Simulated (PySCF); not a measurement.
A calculated (r2SCAN, PySCF 2.14, aug-cc-pVDZ-X2C, scalar relativity by spin-free X2C-1e) atom or ion has these occupied shells.

```tsv
shell	electrons	orbital energy (eV)	rms radius, mean of both spins (bohr)
1s	2	-3980.9	0.0889
2s	2	-436.47	0.394
2p	6	-354.54	0.364
3s	2	-64.050	1.24
3p	6	-43.957	1.37
```

Name the element and its charge.

Ca²⁺ (calcium, charge +2), in [Ar], closed-shell 1S.
